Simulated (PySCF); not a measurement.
Protonation sites of 4-aminobenzaldehyde

System: 4-aminobenzaldehyde, `Nc1ccc(C=O)cc1` (C7H7NO). Non-hydrogen atoms are numbered in `[NH2:1][c:2]1[cH:3][cH:4][c:5]([CH:6]=[O:7])[cH:8][cH:9]1`. These are map numbers, not IUPAC locants.

Level of theory: ωB97X-D3(BJ)/def2-TZVP single points in PySCF, grid level 2; every species was optimised with PBE0-D3(BJ)/def2-SVP. ωB97X-D3(BJ) is ωB97X-V with D3(BJ) in place of VV10. Thermal corrections: GFN2-xTB frequencies, unscaled, ideal gas at 298.15 K and 1 bar, quasi-RRHO entropy. These were taken at the GFN2-xTB minima.

| site | product | PA / kJ/mol | GB / kJ/mol | gas share | above best in 1,4-dioxane / kJ/mol |
| --- | --- | --- | --- | --- | --- |
| O7 (carbonyl oxygen) | `Nc1ccc(C=[OH+])cc1` | 923 | 890 | > 99.9 % | 0.0 |
| N1 (aryl amine nitrogen) | `[NH3+]c1ccc(C=O)cc1` | 863 | 835 | < 0.1 % | 17.1 |
| C5 (aromatic carbon) | `[NH2+]=C1C=CC(C=O)C=C1` | 846 | 815 | < 0.1 % | 63.2 |
| C3 (aromatic carbon) | `[NH2+]=C1C=CC(C=O)=CC1` | 844 | 814 | < 0.1 % | 59.4 |

PA is −ΔH and GB is −ΔG of B + H⁺ → BH⁺ in the gas phase. Shares are Boltzmann weights among the listed products; an error of 10 kJ/mol changes a ratio about 56-fold. Sites whose products fell apart, merged with another or lost in a GFN2-xTB screen aren't listed. Values in solvent are IEF-PCM free energies relative to the most favourable product.

Among these, O7 (carbonyl oxygen) wins by 55 kJ/mol in gas-phase free energy over N1.

In 1,4-dioxane the product from O7 is solvated 106 kJ/mol more strongly than the parent (electrostatics only).

Measured values (NIST Chemistry WebBook, evaluated or the median of agreeing entries): proton affinity (−ΔH) 910 kJ/mol (computed 923, difference 12); gas-phase basicity (−ΔG) 879 kJ/mol (computed 890, difference 11). These are compared with the most favourable site that keeps the skeleton.

Caveats: the order of C5 and C3 is undecided: the gaps lie inside the method's error (some 10 kJ/mol, one structure a species).

Run with `OMP_NUM_THREADS=1 python redox_run.py task.json out` on 1 thread of Arm Neoverse N1, a shared host. Structures, frequencies and single points: 17 min of wall time.

Differences come from unrounded values, so a last digit can differ from that of the printed terms.
